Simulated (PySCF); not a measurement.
**Frontier orbitals and the lowest excitations**

Compound: C₆H₁₁N₂ (charge +1).
Geometry (GFN2-xTB, Å), atoms numbered from 1 in this order:
```
atom  x, y, z in Å
C1     2.973   -0.067    0.241
C2     1.495   -0.035    0.120
C3     0.668    1.083    0.094
N4    -0.601    0.682   -0.025
C5    -1.786    1.487   -0.091
N6    -0.628   -0.656   -0.077
C7    -1.843   -1.407   -0.204
C8     0.627   -1.114    0.009
H9     3.432    0.482   -0.578
H10    3.287    0.404    1.171
H11    3.334   -1.090    0.226
H12    0.932    2.121    0.153
H13   -2.458    1.258    0.738
H14   -1.503    2.535   -0.030
H15   -2.315    1.323   -1.031
H16   -2.364   -1.149   -1.127
H17   -2.507   -1.218    0.642
H18   -1.601   -2.467   -0.226
H19    0.849   -2.162   -0.013
```

Computed with TDDFT CAM-B3LYP/def2-SVPD, vertical, gas phase, core orbitals frozen in the response (PySCF).

Kohn–Sham orbitals with the atoms that hold most of them (Löwdin shares over 4%, at most four atoms; ? is withheld):

```csv
orbital,ε (eV),atoms
HOMO-3,-16.85,"C1 32%, H10 12%, H9 12%, C2 7%"
HOMO-2,-16.08,"C1 36%, H11 19%, C2 11%, H9 7%"
HOMO-1,-14.20,?
HOMO,-13.18,?
LUMO,-4.26,"C3 20%, N4 19%, C8 18%, N6 18%"
LUMO+1,-2.73,"C5 18%, C7 18%, C8 8%, C3 8%"
LUMO+2,-2.12,"C2 29%, C8 18%, C3 14%, H19 6%"
```

Question: Which atoms hold the HOMO-1, and with what shares?

Answer: N4 (bonded to 2 C and N) 22%; N6 (bonded to 2 C and N) 21%; C8 (bonded to C, N and H) 16%; C3 (bonded to C, N and H) 16%. By element: nitrogen 43%, carbon 32% or more.

Question: Which atoms hold the HOMO, and with what shares?

Answer: C2 (bonded to 3 C) 28%; C3 (bonded to C, N and H) 13%; C8 (bonded to C, N and H) 13%; N6 (bonded to 2 C and N) 11%. By element: carbon 54% or more, nitrogen 11% or more.

Question: The HOMO–LUMO gap is 8.91 eV. Where does the response calculation put the lowest singlet, and from which orbitals?

Answer: S1 is at 5.87 eV (f = 0.133), 3.04 eV below the gap, made of HOMO→LUMO (96%). Without the coupling terms of the response equations the lowest excitation would equal the gap.

Question: Give energy, strength and leading configuration of S1, S2, S3, S5 and S6, and follow the Löwdin shares of the leading atoms from the occupied to the empty orbital.

Answer: 
- S1 (5.87 eV, f 0.133), HOMO→LUMO (96%): C2 28% → at most 19%, C3 13% → 20%, N4 at most 12% → 19%
- S2 (6.99 eV, f 0.163), HOMO-1→LUMO (89%): N4 22% → 19%, N6 21% → 18%, C3 16% → 20%
- S3 (7.65 eV, f 0.028), HOMO→LUMO+1 (88%): C2 28% → at most 9%, C3 13% → 8%, C5 at most 12% → 18%, C7 at most 12% → 18%
- S5 (8.37 eV, f 0.0028), HOMO-2→LUMO (86%): C1 36% → at most 19%, H11 19% → at most 19%, C3 at most 7% → 20%, N4 at most 7% → 19%
- S6 (8.38 eV, f 0.0000), HOMO-1→LUMO+1 (93%): N4 22% → at most 9%, N6 21% → at most 9%, C5 at most 16% → 18%, C7 at most 16% → 18%

Löwdin shares depend on the basis, the more so with diffuse functions.
